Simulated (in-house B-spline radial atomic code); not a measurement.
The outermost shell (largest non-relativistic mean radius) with and without relativity; Dirac values are averaged over j. Computed with a radial B-spline atomic code at the basis-set limit: non-relativistic Hartree-Fock and Dirac-Hartree-Fock, averages of the configuration (point nuclei without relativity, finite nuclei with it).

| ion | configuration | outermost shell | radius non-relativistic (bohr) | radius Dirac (bohr) | radius change (%) | level non-relativistic (eV) | level Dirac (eV) | spin-orbit splitting (eV) |
| --- | --- | --- | --- | --- | --- | --- | --- | --- |
| B | [He] 2s2 2p1 | 2p | 2.2048 | 2.205 | 0.011121 | -8.432 | -8.4288 | 0.0025293 |
| C | [He] 2s2 2p2 | 2p | 1.7425 | 1.7427 | 0.0077517 | -11.072 | -11.068 | 0.0078551 |
| N | [He] 2s2 2p3 | 2p | 1.4466 | 1.4467 | 0.0037859 | -13.841 | -13.835 | 0.018983 |
| O | [He] 2s2 2p4 | 2p | 1.2391 | 1.2391 | -0.00099783 | -16.767 | -16.758 | 0.039202 |
| F | [He] 2s2 2p5 | 2p | 1.0848 | 1.0847 | -0.0066891 | -19.865 | -19.852 | 0.072615 |
| Ne | [He] 2s2 2p6 | 2p | 0.96527 | 0.96514 | -0.013322 | -23.141 | -23.124 | 0.12414 |
